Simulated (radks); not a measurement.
Values are calculated unless marked as measured or tabulated.
Question: All-electron atom: Re3+ in [Kr] 4d10 4f14 5s2 5p5.5 5d4.5 (fractional occupations, a model configuration). Code: a radial shooting solver on a logarithmic mesh with Libxc functionals. Model: scalar-relativistic Kohn-Sham, SCAN, spin-polarised, spherical densities, finite nucleus; open shells are filled with parallel spins first (spin-orbit coupling, left out, can overturn this in heavy ions); meta-GGA in the generalised Kohn-Sham scheme; Fermi nuclear charge, rms radius 5.3698 fm. Some entries of the table are withheld. Estimate them.

orbital,occ.,eigenvalue (Ry),<r^2> (bohr^2)
1s up,1,-5274.270,0.0004481
1s down,1,-5274.266,0.0004481
2s up,1,-918.3383,0.006871
2s down,1,-918.3214,0.006871
2p up,3,-801.5132,0.005708
2p down,3,-801.4952,0.005708
3s up,1,-215.2429,0.04447
3s down,1,-215.2359,0.04447
3p up,3,-180.5799,0.04536
3p down,3,-180.5706,0.04535
3d up,5,-141.2097,0.03769
3d down,5,-141.1929,0.03769
4s up,1,-47.16276,0.2188
4s down,1,-47.13072,0.2188
4p up,3,-35.73958,0.2492
4p down,3,-35.70979,0.2491
4d up,5,-21.35718,0.2896
4d down,5,-21.32174,0.2889
5s up,1,-8.77232,(1)
5s down,1,-8.46284,(2)
5p up,3,-5.91348,1.618
5p down,2.5,-5.55341,1.586
4f up,7,-5.46274,0.4202
4f down,7,-5.40640,0.4098
5d up,4.5,-2.60531,3.101

Answer: 
(1) 5s up <r^2> (bohr^2): 1.209
(2) 5s down <r^2> (bohr^2): 1.177
